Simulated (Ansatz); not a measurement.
`FB(O[SiH3])O[SiH3]` and `FB(F)O[SiH3]` differ in one atom or group.

Ansatz, PBE0-D4/def2-TZVP geometries, multiplicity 1. Each molecule was computed in one conformer, which needn't be the lowest.

| property | `FB(O[SiH3])O[SiH3]` |
| --- | --- |
| HOMO energy (PBE0/def2-TZVPP) / eV | -9.12 |
| size of the dipole moment (B3LYP/def2-TZVPP) / D | 0.03 |
| LUMO energy (ωB97M-V/def2-TZVPP) / eV | 1.39 |
| HOMO–LUMO gap (PBE0/def2-TZVPP) / eV | 8.94 |
| HOMO energy (B3LYP/def2-TZVPP) / eV | -8.90 |
| LUMO energy (B3LYP/def2-TZVPP) / eV | -0.42 |

**Question.** Give the same properties after the change, and the shifts. (Best estimate.)

**Answer.** The calculation gave: 
| property | `FB(F)O[SiH3]` | shift |
| --- | --- | --- |
| HOMO energy (PBE0/def2-TZVPP) / eV | -9.67 | -0.55 |
| size of the dipole moment (B3LYP/def2-TZVPP) / D | 1.76 | 1.73 |
| LUMO energy (ωB97M-V/def2-TZVPP) / eV | 1.35 | -0.04 |
| HOMO–LUMO gap (PBE0/def2-TZVPP) / eV | 9.44 | 0.50 |
| HOMO energy (B3LYP/def2-TZVPP) / eV | -9.47 | -0.57 |
| LUMO energy (B3LYP/def2-TZVPP) / eV | -0.48 | -0.06 |

With PBE0 the HOMO falls by 0.55 eV and the LUMO falls by 0.05 eV, so the gap widens by about 0.50 eV. PBE moves the HOMO by -0.54 eV and ωB97M-V by -0.55 eV. The zero-point energy changes by -72.1 kJ/mol with -12 modes.

Positive LUMOs are unbound, so they and the gaps depend on the basis.

B3LYP here is the variant with VWN-RPA as its local correlation; programs differ in this.
